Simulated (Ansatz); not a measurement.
Ansatz results at the PBE0-D4/def2-TZVP geometry: LUMO energy (B3LYP/def2-TZVPP) -0.63 eV; HOMO energy (PBE/def2-TZVPP) -5.48 eV; HOMO–LUMO gap (PBE0/def2-TZVPP) 6.72 eV.

Each molecule was computed in one conformer, which needn't be the lowest.

Problem. Which molecule gave them?
A. `O=C1CCSC1`
B. `CCCCCCCC(C)=O`
C. `Cc1ccno1`
D. `S=BCl`

Solution. B. The others give `Cc1ccno1`: -0.54, -6.30, 7.12; `S=BCl`: -1.10, -7.08, 7.32; `O=C1CCSC1`: -1.11, -5.39, 5.82.

B3LYP here is the variant with VWN-RPA as its local correlation; programs differ in this.
